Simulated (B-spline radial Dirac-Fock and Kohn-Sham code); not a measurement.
Binding energies of S at several levels of theory

System: neutral sulfur, [Ne] 3s2 3p4.

The density-functional columns are spherical, spin-unpolarised Dirac-Kohn-Sham results without Breit or QED terms: −ε is minus the orbital energy of the initial state and ΔSCF the difference of two total energies, and "half-occupied" is minus the orbital energy with half an electron removed (Slater transition state). The reference in the last column comes from Dirac-Fock (average of configuration) total-energy differences with a finite nucleus, the Breit interaction including its frequency dependence, and self-energy and vacuum-polarisation corrections. All numbers are from a radial B-spline solver, in eV; a selection of levels is shown.

```tsv
level	LDA −ε	LDA ΔSCF	LDA half-occupied	PBE −ε	PBE0 −ε	Dirac-Fock
K (1s)	2397.0	2485.5	2485.5	2405.7	2432.8	2480.2
L1 (2s)	210.8	226.4	226.3	211.7	221.0	237.7
L2 (2p1/2)	157.3	174.6	174.4	157.3	164.3	173.2
M1 (3s)	17.28	22.66	22.60	17.26	19.42	22.91
M2,3 (3p)	7.11	11.86	11.79	7.01	7.58	10.68
```

Q: Order the estimates of the K (1s) level by their distance from the Dirac-Fock value, nearest first.
A. LDA ΔSCF
B. PBE −ε
C. LDA half-occupied
D. LDA −ε
E. PBE0 −ε

A: C (5.3 eV), A (5.3 eV), E (47.4 eV), B (74.5 eV), D (83.2 eV).

For the outermost level NIST gives 10.36001 eV (measured); the differences from it are LDA −ε -3.25, LDA ΔSCF +1.50, LDA half-occupied +1.43, PBE −ε -3.35, PBE0 −ε -2.78, Dirac-Fock +0.32 eV. The computed values are configuration averages and the table refers to the lowest terms.
